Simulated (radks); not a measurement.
Spherical quantum dot in the effective-mass picture: electrons in a hard-walled sphere of radius 1.82, all in effective atomic units (hartree* = m*/eps^2 hartree, bohr* = eps/m* bohr), one dielectric constant everywhere. Method: non-relativistic Kohn-Sham, LDA (Slater exchange, Perdew-Wang correlation), spin-polarised, spherical densities; computed with a radial shooting solver with Libxc functionals. Levels are named by radial order and angular momentum (1s, 1p, 1d, 2s, ...), and open shells are averaged over m. Results are scaled to m* = 0.203 and eps = 11.7, for which hartree* = 40.35 meV and bohr* = 3.05 nm.

N = 13, configuration 1s2 1p6 1d(up 5, down 0). This is the lowest configuration that the search found. Occupied and some empty levels:

| level | occupation | eigenvalue (meV) | <r> (nm) |
|---|---|---|---|
| 1s up | 1 | 447.48 | 3.227 |
| 1s down | 1 | 454.69 | 3.203 |
| 1p up | 3 | 493.04 | 3.553 |
| 1p down | 3 | 501.05 | 3.545 |
| 1d up | 5 | 560.22 | 3.772 |
| 1d down | 0 | 568.58 | 3.769 |
| 2s up | 0 | 632.67 | 2.619 |
| 2s down | 0 | 637.06 | 2.627 |
| 1f up | 0 | 646.15 | 3.934 |
| 1f down | 0 | 654.64 | 3.934 |
| 2p up | 0 | 749.07 | 2.946 |
| 2p down | 0 | 754.36 | 2.944 |

Energy (meV): total 4178.67, kinetic 1945.1, external 0, Hartree 2632.6, exchange-correlation -399.05.
